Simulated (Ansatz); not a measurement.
Reaction (formal exchange of groups at the Se–Si bond): `CO[Si](Cl)(OC)[Se]C` + `[CH3][GaH2]` → `[CH3][GaH][Se]C` + `CO[SiH](Cl)OC`

Computed with Ansatz on PBE0-D4/def2-TZVP structures; ΔE is electronic, products minus reactants. CCSD(T)/CBS is the MP2 limit (def2-TZVPP, def2-QZVPP) plus CCSD(T) − MP2 in def2-TZVPP, frozen cores. Functionals use def2-TZVPP. For Ga, Se outer-core shells are correlated without core-valence functions, which leaves a few kJ/mol of doubt a bond. Scalar relativity is left out up to krypton. Each species was taken in one conformer, which may not be the lowest.

| level | ΔE (kJ/mol) |
| --- | --- |
| PBE-D4 | -45.4 |
| B2PLYP | -55.7 |
| PBE0 | -52.7 |
| HF/def2-TZVPP | -63.9 |
| HF/def2-QZVPP | -63.7 |
| MP2/def2-QZVPP | -48.1 |
| SCS-MP2/def2-QZVPP | -50.9 |
| CCSD/CBS(def2) | -51.9 |

(1) What does CCSD(T)/CBS give? (Estimate.)

Largest T1 diagnostic among the species: 0.012.

## Answers

(1) Ansatz gave: -49.9 kJ/mol. The listed levels differ from it by 4.5, -5.8, -2.8, -14.0, -13.8, 1.8, -1.0, -2.0 kJ/mol.

In def2-TZVPP, CCSD(T) changes the Hartree–Fock value by +12.6 kJ/mol (the triples alone add +2.0 kJ/mol) and MP2 by +15.0 kJ/mol. The D4 term adds +11.8 kJ/mol with B3LYP and +6.9 kJ/mol with PBE0; it sums over pairs of atoms, weighted by their polarisabilities, and B3LYP, whose exchange is more repulsive, gets the larger term.

B3LYP here is the variant with VWN-RPA as its local correlation; programs differ in this.
